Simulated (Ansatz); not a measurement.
The cluster Ti2F2 (the lowest singlet isomer of a short search), 4 atoms. Hardware: 4 threads of Arm Neoverse V1 on a shared host.

The 6-31G sets use Cartesian d functions.

(1) How many basis functions does each of these Ansatz runs have, and roughly what does it cost? PBE0-D4/def2-SVP, charge -1 doublet at the geometry of the charge 0 singlet, energy with a search over starts; ωB97M-V/def2-TZVP, charge 0 quintet, energy, from earlier orbitals; PBE0-D4/def2-SVP, charge 0 triplet, energy with a search over starts; PBE0-D4/def2-TZVP, charge 0 unrestricted singlet, energy, from earlier orbitals; PBE0-D4/def2-TZVPD, charge 0 singlet, energy, from earlier orbitals; PBE0-D4/def2-TZVP, charge 0 singlet, energy, from earlier orbitals; r2SCAN-D4/def2-TZVP, charge 1 doublet at the geometry of the charge 0 singlet, energy, from earlier orbitals; PBE-D4/def2-TZVPD, charge -1 doublet at the geometry of the charge 0 singlet, energy, from earlier orbitals; PBE0-D4/def2-TZVP, charge 1 doublet at the geometry of the charge 0 singlet, energy, from earlier orbitals; HF/6-31G, charge 0 singlet, energy; PBE-D4/def2-TZVP, charge 0 quintet, energy, from earlier orbitals; PBE with 5 % exact exchange/def2-TZVP, charge 0 quintet, energy, from earlier orbitals.

## Answers

(1) Other jobs shared the machine, so times can vary by a factor of up to 3. A dash marks memory too small to be measured apart from the calling script's.

| run | functions | fitting or Cholesky vectors | wall time | peak host memory (GiB) |
| --- | --- | --- | --- | --- |
| HF/6-31G, charge 0 singlet, energy | 76 | 958 | 1.3 s | – |
| PBE0-D4/def2-TZVP, charge 0 singlet, energy, from earlier orbitals | 152 | 1244 | 2.6 s | – |
| PBE0-D4/def2-TZVPD, charge 0 singlet, energy, from earlier orbitals | 176 | 1374 | 3.7 s | – |
| PBE-D4/def2-TZVP, charge 0 quintet, energy, from earlier orbitals | 152 | 1138 | 3.9 s | – |
| PBE with 5 % exact exchange/def2-TZVP, charge 0 quintet, energy, from earlier orbitals | 152 | 1138 | 5.5 s | – |
| PBE-D4/def2-TZVPD, charge -1 doublet at the geometry of the charge 0 singlet, energy, from earlier orbitals | 176 | 1246 | 11 s | – |
| PBE0-D4/def2-TZVP, charge 1 doublet at the geometry of the charge 0 singlet, energy, from earlier orbitals | 152 | 1244 | 11 s | 0.76 |
| PBE0-D4/def2-SVP, charge 0 triplet, energy with a search over starts | 90 | 952 | 17 s | – |
| PBE0-D4/def2-TZVP, charge 0 unrestricted singlet, energy, from earlier orbitals | 152 | 1244 | 41 s | 0.77 |
| ωB97M-V/def2-TZVP, charge 0 quintet, energy, from earlier orbitals | 152 | 1214 | 64 s | 1.1 |
| r2SCAN-D4/def2-TZVP, charge 1 doublet at the geometry of the charge 0 singlet, energy, from earlier orbitals | 152 | 1138 | 68 s | – |
| PBE0-D4/def2-SVP, charge -1 doublet at the geometry of the charge 0 singlet, energy with a search over starts | 90 | 1003 | 84 s | – |
